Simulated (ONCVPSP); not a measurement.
## Which change was made? (Al, ONCV)

```json
{
  "Element": "Al",
  "Generator": "ONCVPSP 4.0.1",
  "Type": "optimised norm-conserving Vanderbilt (ONCV)",
  "Functional": "PBE",
  "Relativity": "scalar-relativistic",
  "Frozen core": "[Ne]",
  "Valence charge": "3",
  "Reference configuration": "3s2 3p1",
  "Partial waves": "3s: rc 1.70 bohr, ncon 4, nbas 8, qcut 3.4 1/bohr, 2 projectors, debl 1.2 Ha; 3p: rc 2.10 bohr, ncon 4, nbas 9, qcut 3.5 1/bohr, 2 projectors, debl 2.7 Ha; d scattering state at 0.03 Ha: rc 2.20 bohr, ncon 5, nbas 9, qcut 4.1 1/bohr, 3 projectors, debl 3.1 Ha",
  "Local potential": "polynomial inside 1.60 bohr (lpopt 5, dvloc0 0 Ha)",
  "Core correction": "none"
}
```

Cutoffs, loose and tight: the cutoffs (Ha) at which the residual kinetic energy of the hardest occupied pseudo-wave falls to 1 and 0.1 mHa per electron. They do not see the model core or the augmentation charge, which bear on the density cutoff. Test errors are all-electron minus pseudo excitation energies from the reference, over the configurations 3s2 3p0; 3s1 3p0; 3s2 3p0.5; 3s0 3p3; variants that change the core or the reference have their own tests.

The base gives: outcome: generated; cutoff, loose: 5.5 Ha; cutoff, tight: 12 Ha; bound ghosts: none; GHOST(+) flags above zero: s; largest test error (meV): +27.

Task: After one change the result is: outcome: failed: optimize: ERROR ps0norm > uunorm, code will stop. Which change was it?
A. core [He], valence charge 11; reference 2s2 2p6 3s1.5 3p1.5; waves now 2s+3s: rc 1.00 bohr, ncon 5, nbas 8, qcut 11.3 1/bohr, 2 projectors; 2p+3p: rc 1.15 bohr, ncon 3, nbas 8, qcut 11.7 1/bohr, 2 projectors; d scattering state at 0.2 Ha: rc 1.25 bohr, ncon 3, nbas 6, qcut 8.1 1/bohr, 1 projector; local potential polynomial inside 0.95 bohr (lpopt 5, dvloc0 0 Ha)
B. core correction Teter function, fcfact 3.75, rcfact 1.8
C. s: rc 1.52; local potential polynomial inside 1.52 bohr (lpopt 5, dvloc0 0 Ha)

Result: C. The others give: core correction Teter function, fcfact 3.75, rcfact 1.8 → outcome: generated; cutoff, loose: 5.5 Ha; cutoff, tight: 12 Ha; bound ghosts: none; GHOST(+) flags above zero: s; largest test error (meV): -172 | core [He], valence charge 11; reference 2s2 2p6 3s1.5 3p1.5; waves now 2s+3s: rc 1.00 bohr, ncon 5, nbas 8, qcut 11.3 1/bohr, 2 projectors; 2p+3p: rc 1.15 bohr, ncon 3, nbas 8, qcut 11.7 1/bohr, 2 projectors; d scattering state at 0.2 Ha: rc 1.25 bohr, ncon 3, nbas 6, qcut 8.1 1/bohr, 1 projector; local potential polynomial inside 0.95 bohr (lpopt 5, dvloc0 0 Ha) → outcome: generated; cutoff, loose: 55 Ha; cutoff, tight: 61 Ha; bound ghosts: none; GHOST(+) flags above zero: none; largest test error (meV): +0.6.
